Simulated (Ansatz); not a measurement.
System: C₃H₇Si (charge 0, doublet). It need not be the lowest isomer of its formula. 
Structure (B3LYP-D3(BJ)/def2-TZVP (Ansatz, a first-principles code) minimum search):
```xyz
11

C     -2.2158     0.6537    -0.0118
C     -1.2838    -0.1710     0.3831
C     -0.1482    -0.6977    -0.4482
Si     1.4894     0.1342     0.0035
H     -3.0762     1.1523     0.4030
H     -1.2921    -0.4972     1.4290
H     -0.0371    -1.7752    -0.2957
H     -0.3424    -0.5332    -1.5097
H      2.6051    -0.4948    -0.7453
H      1.4320     1.5766    -0.3256
H      1.7455    -0.0171     1.4564
```
Charge 0, spin multiplicity 2.

Quantity: atomisation energy (electronic, to ground-state atoms), in kcal/mol. Cores are frozen in the correlated levels unless marked. Open shells are spin-unrestricted. Spin-orbit coupling is left out. No relativistic terms. The coupled-cluster limit lacks core correlation, which all-electron functionals hold. CBS(X,Y): correlation extrapolated as X^-3; Hartree-Fock from the larger set. The bracket is a focal-point correction in the basis named.

```json
[
 {"level": "PBE-D3(BJ)/def2-TZVPD", "program": "Ansatz + dftd3", "atomisation energy (kcal/mol)": "966.0"},
 {"level": "PBE0/def2-TZVPD", "program": "Ansatz", "atomisation energy (kcal/mol)": "951.3"},
 {"level": "HSE06-D4/def2-TZVPD", "program": "Ansatz + dftd4", "atomisation energy (kcal/mol)": "955.9"},
 {"level": "MP2/cc-pV(Q+d)Z", "program": "Ansatz", "atomisation energy (kcal/mol)": "941.3"},
 {"level": "RI-MP2/CBS(aug-cc-pV(T+d)Z,aug-cc-pV(Q+d)Z)", "program": "Ansatz", "atomisation energy (kcal/mol)": "950.2"},
 {"level": "CCSD/aug-cc-pV(T+d)Z", "program": "Ansatz", "atomisation energy (kcal/mol)": "919.8"},
 {"level": "CCSD/cc-pV(T+d)Z", "program": "Ansatz", "atomisation energy (kcal/mol)": "915.6"},
 {"level": "CCSD(T)/6-31G", "program": "Ansatz", "atomisation energy (kcal/mol)": "807.6"},
 {"level": "RI-MP2/CBS(aug-cc-pV(T+d)Z,aug-cc-pV(Q+d)Z)+[CCSD(T)-MP2]/aug-cc-pV(Q+d)Z", "program": "Ansatz", "atomisation energy (kcal/mol)": "949.6"},
 {"level": "CCSD(T)/CBS(aug-cc-pV(T+d)Z,aug-cc-pV(Q+d)Z)", "program": "Ansatz", "atomisation energy (kcal/mol)": "949.4"}
]
```

The UHF reference is spin-contaminated (<S^2> 0.17 over the pure value in the largest basis).
